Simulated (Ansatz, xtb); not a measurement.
# A geometry optimisation of FH6Si3+ with r2SCAN-D4/def2-SVP

The starting geometry of this gas-phase singlet has its atoms placed at random.

```xyz
10

F    -0.9606   -0.6272    0.5640
Si    0.8970   -0.3415    1.0307
Si   -1.3251    1.5309   -0.2931
Si   -1.7616   -0.1154   -1.3901
H    -0.5780   -1.4381    1.2906
H    -0.5601   -0.1460   -2.1942
H    -1.5255    0.4590    0.6496
H    -0.4060   -1.1606   -2.0960
H     0.9330   -1.6042    0.7456
H    -0.0895    0.7376   -0.8179
```

Q: One run relaxed it with r2SCAN-D4/def2-SVP. What is a likely outcome?

A: It ends as a structure with H8 bridging Si4 and H6, H10 bridging Si3 and Si4, given below by its coordinates. Distances that change by over a tenth: Si2–H9 (1.29 → 1.52 Å), Si3–Si4 (2.03 → 2.30 Å), Si3–H10 (1.56 → 1.81 Å), Si4–H6 (1.45 → 1.85 Å), H6–H8 (1.03 → 0.84 Å). Contacts that close: F1–H5 (1.15 → 0.94 Å), Si2–Si3 (3.19 → 2.37 Å), Si4–H10 (1.96 → 1.66 Å).

The energy falls by 10.26 eV over 36 steps:

```csv
step,E − E(last) (eV)
1,10.265
5,2.374
9,1.653
13,1.146
17,0.452
20,0.223
24,0.056
28,0.004
32,0.000
36,0.000
```

Final geometry (Å):

```tsv
atom	x (Å)	y (Å)	z (Å)
F	-0.2433	-1.3073	2.4102
Si	0.9132	-0.2847	0.9579
Si	-1.0165	0.3317	-0.2641
Si	-1.6348	0.9243	-2.3938
H	-0.0494	-1.1201	3.3115
H	0.0489	0.1623	-2.4090
H	-2.2744	0.6747	0.4720
H	-0.2822	0.0407	-3.1684
H	1.0094	-1.5940	0.1949
H	-1.8473	-0.5328	-1.6221
```

From the same start GFN2-xTB ends elsewhere, in pieces: H5Si3 + FH.

From so rough a start the end depends on the optimiser's path, so another program may land elsewhere. The end wasn't checked by frequencies. Run with Ansatz 0.2.0, 90 s on 2 threads of AMD EPYC 7R43 64-Core Processor (Zen 3), on a shared host.
